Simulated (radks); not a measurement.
These are the eigenvalues of the occupied orbitals of an atom or ion with whole-number occupations (hartree). All-electron calculation, Dirac Kohn-Sham, PBE, spin-unpolarised, spherical densities, finite nucleus; Fermi nuclear charge, rms radius of each element as measured or else 0.836 A^(1/3) + 0.57 fm. Program: a radial shooting solver on a logarithmic mesh with Libxc functionals.

1s1/2: -377.7233
2s1/2: -48.11784
2p1/2: -42.81167
2p3/2: -41.79344
3s1/2: -7.11279
3p1/2: -5.38619
3p3/2: -5.24991
3d3/2: -2.33391
3d5/2: -2.31530
4p1/2: -1.12371

Which element is it, and in what charge state? The configuration may be excited. Open shells, if any, fill j = l - 1/2 first.

Answer. Z = 31, gallium, charge +3: Ga3+ in [Ne] 3s2 3p5 3d10 4p1. The list shows which subshells hold electrons but not how many an open one holds; the 1s level, -377.72 hartree, gives Z - s = 27.5 by -(Z - s)^2/2, which with screening and relativity narrows Z to a few neighbours, and the depths of the outer levels then fix element, charge and occupations together.
